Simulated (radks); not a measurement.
Values are calculated unless marked as measured or tabulated.
Ionisation of the gallium ion Ga2+, [Ar] 3d10 4s1, to Ga3+, [Ar] 3d10, under several functionals. Scalar-relativistic Kohn-Sham, spin-unpolarised, spherical densities, finite nucleus; a radial shooting solver on a logarithmic mesh with Libxc functionals.

functional,E(Ga2+) (hartree),Exc (hartree),IE (eV),-e(HOMO) (eV),<r> HOMO (bohr),IE error (eV)
BLYP,-1943.32727,-75.38859,31.545,26.260,2.077,+0.819
"LDA (Slater exchange, Perdew-Zunger correlation)",-1940.10123,-72.11505,31.600,26.477,2.062,+0.874
B86b exchange with PBE correlation,-1943.31651,-75.38834,31.299,26.122,2.074,+0.574
Wu-Cohen GGA,-1942.46582,-74.52458,31.133,26.062,2.065,+0.407
TASK exchange with Perdew-Wang LDA correlation,-1942.61049,-74.65856,29.024,25.422,2.075,-1.702
BP86,-1943.49686,-75.56975,31.258,26.250,2.065,+0.532
"LDA (Slater exchange, VWN5 correlation)",-1940.11787,-72.13195,31.598,26.474,2.062,+0.872
PBEsol,-1941.46300,-73.50276,31.121,26.033,2.070,+0.396

NIST Atomic Spectra Database: 30.726 eV (measured). Closest: PBEsol. The Delta-SCF values span 2.58 eV, the total energies 3.40 hartree. The highest occupied level is 4s. Spin polarisation and multiplet splitting are left out, so open shells lie too high by an amount that depends on their filling.

Beside tabulated values, note that spin-unpolarised runs miss the spin-polarisation part of the exchange energy of open shells.
